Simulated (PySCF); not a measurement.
A calculated (r2SCAN, PySCF 2.14, x2c-TZVPPall, the spin-free X2C one-electron Hamiltonian (Gaussian nucleus)) atom or ion has these occupied shells.

| shell | electrons | orbital energy (eV) | rms radius, mean of both spins (bohr) |
| --- | --- | --- | --- |
| 1s α | 1 | -18847.0 | 0.0415 |
| 1s β | 1 | -18847.0 | 0.0415 |
| 2s α | 1 | -2668.9 | 0.171 |
| 2s β | 1 | -2668.6 | 0.171 |
| 2p α | 3 | -2383.8 | 0.152 |
| 2p β | 3 | -2383.6 | 0.152 |
| 3s α | 1 | -469.75 | 0.473 |
| 3s β | 1 | -469.61 | 0.473 |
| 3p α | 3 | -375.58 | 0.480 |
| 3p β | 3 | -375.40 | 0.480 |
| 3d α | 5 | -221.88 | 0.475 |
| 3d β | 5 | -221.57 | 0.475 |
| 4s α | 1 | -82.886 | 1.22 |
| 4s β | 1 | -81.425 | 1.22 |
| 4p α | 3 | -58.053 | 1.36 |
| 4p β | 3 | -56.347 | 1.36 |
| 4d α | 2 | -24.283 | 1.91 |
| 5p α | 1 | -14.646 | 3.68 |

**Question.** Name the element and its charge.

**Answer.** Nb²⁺ (niobium, charge +2), in [Kr] 4d2 5p1, one real determinant (an excited configuration).
